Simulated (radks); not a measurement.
Valence configurations of Nb II (all share [Kr]). Method: scalar-relativistic Kohn-Sham, BLYP, spin-polarised, spherical densities, finite nucleus; open shells are filled with parallel spins first (spin-orbit coupling, left out, can overturn this in heavy ions); Fermi nuclear charge, rms radius 4.324 fm; computed with a radial shooting solver on a logarithmic mesh with Libxc functionals. Energies are relative to 4d4; eigenvalues in eV for spin up.

| valence | E (eV) | moment (Bohr magnetons) | e(4d) | e(5p) | e(5s) |
|---|---|---|---|---|---|
| 4d4 | 0.000 | 4 | -9.894 | - | - |
| 4d2 5p2 | 11.219 | 4 | -16.111 | -8.683 | - |
| 4d3.5 5p0.5 | 2.160 | 4 | -11.412 | -6.699 | - |
| 4d3 5p1 | 4.729 | 4 | -12.958 | -7.388 | - |
| 4d3 5s1 | 0.501 | 4 | -11.952 | - | -10.980 |
| 4d3.5 5s0.5 | 0.136 | 4 | -10.898 | - | -10.406 |
| 4d1.5 5s0.5 5p2 | 12.740 | 4 | -17.255 | -9.066 | -13.922 |
| 4d1.5 5p2.5 | 15.175 | 4 | -17.701 | -9.304 | - |
| 4d0.5 5p3.5 | 25.371 | 3 | -20.950 | -10.403 | - |

NIST lists [Kr] 4d4 as the ground configuration; this level of theory agrees among the configurations tried. The energies are those of spherical high-spin densities, not of single terms.
